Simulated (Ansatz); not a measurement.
Reaction (atomization): `C[O][Sn]([CH3])([SH])[Cl]` → 2 C• + Cl• + 7 H• + O• + S• + Sn•

Gas-phase electronic energies from Ansatz, PBE0-D4/def2-TZVP geometries. CCSD(T)/CBS adds triple-zeta CCSD(T) − MP2 to the extrapolated MP2 energy (def2 sets, frozen cores). This one scheme is used for every species, atoms too. Functionals use def2-TZVPP. No spin–orbit coupling; open shells (•) take unrestricted orbitals. Spin–orbit coupling would lower the free atoms: a little for C, Cl, O, S; strongly for Sn. def2 core potentials past Kr. For Sn outer-core shells are correlated without core-valence functions, so the limit isn't a true one: a few kJ/mol of doubt a bond, and 10 to 20 or more in all where bonds break to atoms. Each species was taken in one conformer, which may not be the lowest.

`C[O][Sn]([CH3])([SH])[Cl]`:

```xyz
13

C     1.304    0.804   -1.783
O     1.156    0.268   -0.487
Sn   -0.606    0.105    0.332
C    -0.297   -0.636    2.289
S    -2.051   -1.113   -1.135
Cl   -1.548    2.235    0.366
H     2.352    0.697   -2.073
H     1.045    1.869   -1.816
H     0.689    0.278   -2.523
H     0.180   -1.614    2.228
H    -1.257   -0.719    2.796
H     0.350    0.060    2.819
H    -1.317   -2.234   -1.013
```

CCSD(T)/CBS gives +4508.8 kJ/mol.

Q: Another level gave +4474.5 kJ/mol. Which?
A. CCSD/def2-TZVPP
B. PBE-D4/def2-TZVPP
C. ωB97M-V/def2-TZVPP
D. PBE0-D4/def2-TZVPP

A: D. PBE0-D4 4474.5, CCSD/def2-TZVPP 4292.4, ωB97M-V 4489.8, PBE-D4 4553.7 kJ/mol.

Largest T1 diagnostic among the species: 0.012.

The D4 term adds +56.0 kJ/mol with B3LYP and +30.3 kJ/mol with PBE0; it sums over pairs of atoms, weighted by their polarisabilities, and B3LYP, whose exchange is more repulsive, gets the larger term. From PBE to PBE0 (25 % exact exchange), in def2-TZVPP and without D4, ΔE moves by −74.7 kJ/mol: exact exchange takes away binding that semilocal exchange gives to molecules.

B3LYP here is the variant with VWN-RPA as its local correlation; programs differ in this.

For atomizations the MP2-based limit and the directly extrapolated one differ by several kJ/mol either way, and by 10 to 25 for some Ge, Se and Sn compounds, so smaller differences from it don't rank the levels.
